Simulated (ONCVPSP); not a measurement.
# aluminium: what ONCVPSP 4.0.1 does with a changed input

Command:

```bash
oncvpsp.x < Al.dat > Al.out
```

Input:

```
# ATOM AND REFERENCE CONFIGURATION
# atsym  z   nc   nv     iexc    psfile
  Al 13.00    3    2  -001012      upf
#
#   n    l    f
    1    0    2.00
    2    0    2.00
    2    1    6.00
    3    0    2.00
    3    1    1.00
#
# PSEUDOPOTENTIAL AND OPTIMIZATION
# lmax
    1
#
#   l,   rc,      ep,       ncon, nbas, qcut
    0    1.60    0.00    3    5    3.70
    1    1.85    0.00    4    8    5.20
#
# LOCAL POTENTIAL
# lloc, lpopt,  rc(5),   dvloc0
    4    2    1.55    2.00
#
# VANDERBILT-KLEINMAN-BYLANDER PROJECTORs
# l, nproj, debl
    0    2    1.20
    1    1    4.00
#
# MODEL CORE CHARGE
# icmod, fcfact, rcfact
    3    2.75    1.60
#
# LOG DERIVATIVE ANALYSIS
# epsh1, epsh2, depsh
   -2.00    5.00    0.02
#
# OUTPUT GRID
# rlmax, drl
    6.00    0.01
#
# TEST CONFIGURATIONS
# ncnf
    4
# nvcnf
#   n    l    f
    2
    3    0    2.00
    3    1    0.00
#
    2
    3    0    1.00
    3    1    0.00
#
    2
    3    0    2.00
    3    1    0.50
#
    2
    3    0    1.00
    3    1    1.00
#
```

This is an input that runs to its end, with one change: nbas of l = 0 set to 5.

Q: How does the run end?

A: The program refuses the input: "test_data: must have ncon+3 <= nbas <= ncon+5, l= 0".

```
ONCVPSP  (Optimized Norm-Conservinng Vanderbilt PSeudopotential)
scalar-relativistic version 4.0.1

test_data: must have ncon+3 <= nbas <= ncon+5, l=   0
 for nproj=2
ERROR: test_data found   1 ERROR; stopping
```
